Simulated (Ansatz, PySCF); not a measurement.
Re(OH)4 (H₄O₄Re), SMILES [OH][Re]([OH])([OH])[OH] (connectivity only; charge and spin as stated), neutral, multiplicity 4. Atoms are numbered in the order given.

```xyz
9

Re    -0.0779     0.0186     0.0023
O      1.6523     0.8271     0.2558
H      1.6546     1.7730     0.0508
O      0.7936    -1.6838    -0.2405
H      1.7469    -1.5809    -0.3683
O     -1.3343    -0.9776     1.0031
H     -1.2360    -1.9423     0.9802
O     -0.5314     1.6501    -0.8869
H     -1.2255     1.6681    -1.5574
```
Charge 0, spin multiplicity 4.

The structure is a stationary point at PBE0-D3(BJ)/def2-SVP. The multiplicity is an assumed one; other spin states were not compared. The def2 effective core potentials stand for the cores of Re; spin–orbit coupling is left out. Other conformers were not sampled.

Two levels are set side by side: PBE-D3(BJ)/def2-SVP (Ansatz, an electronic-structure program) and PBE0-D3(BJ)/def2-SVP (Ansatz). Each level has its own optimised geometry; the coordinates shown are those of the second. Frequencies come from the Hessian of PySCF at each geometry. Differences are taken from unrounded values.

```json
[
 {"quantity": "mean bond length (Å)", "PBE0-D3(BJ)": "1.441", "PBE-D3(BJ)": "1.456", "PBE-D3(BJ) minus PBE0-D3(BJ)": "0.015"},
 {"quantity": "bond Re1–O2 (Å)", "PBE0-D3(BJ)": "1.927", "PBE-D3(BJ)": "1.943", "PBE-D3(BJ) minus PBE0-D3(BJ)": "0.017"},
 {"quantity": "bond Re1–O4 (Å)", "PBE0-D3(BJ)": "1.928", "PBE-D3(BJ)": "1.948", "PBE-D3(BJ) minus PBE0-D3(BJ)": "0.020"},
 {"quantity": "bond Re1–O6 (Å)", "PBE0-D3(BJ)": "1.890", "PBE-D3(BJ)": "1.906", "PBE-D3(BJ) minus PBE0-D3(BJ)": "0.015"},
 {"quantity": "bond Re1–O8 (Å)", "PBE0-D3(BJ)": "1.913", "PBE-D3(BJ)": "1.929", "PBE-D3(BJ) minus PBE0-D3(BJ)": "0.017"},
 {"quantity": "bond O2–H3 (Å)", "PBE0-D3(BJ)": "0.968", "PBE-D3(BJ)": "0.981", "PBE-D3(BJ) minus PBE0-D3(BJ)": "0.013"},
 {"quantity": "bond O4–H5 (Å)", "PBE0-D3(BJ)": "0.967", "PBE-D3(BJ)": "0.980", "PBE-D3(BJ) minus PBE0-D3(BJ)": "0.012"},
 {"quantity": "bond O6–H7 (Å)", "PBE0-D3(BJ)": "0.970", "PBE-D3(BJ)": "0.983", "PBE-D3(BJ) minus PBE0-D3(BJ)": "0.013"},
 {"quantity": "bond O8–H9 (Å)", "PBE0-D3(BJ)": "0.965", "PBE-D3(BJ)": "0.978", "PBE-D3(BJ) minus PBE0-D3(BJ)": "0.012"},
 {"quantity": "highest harmonic wavenumber (cm⁻¹)", "PBE0-D3(BJ)": "3870", "PBE-D3(BJ)": "3685", "PBE-D3(BJ) minus PBE0-D3(BJ)": "-185"},
 {"quantity": "mean harmonic wavenumber (cm⁻¹)", "PBE0-D3(BJ)": "1136", "PBE-D3(BJ)": "1084", "PBE-D3(BJ) minus PBE0-D3(BJ)": "-52"},
 {"quantity": "zero-point energy (kcal/mol)", "PBE0-D3(BJ)": "34.12", "PBE-D3(BJ)": "32.54", "PBE-D3(BJ) minus PBE0-D3(BJ)": "-1.57"}
]
```

Exact exchange shortens and stiffens bonds; PBE has none. Differences between two approximate levels are no errors against the true value.
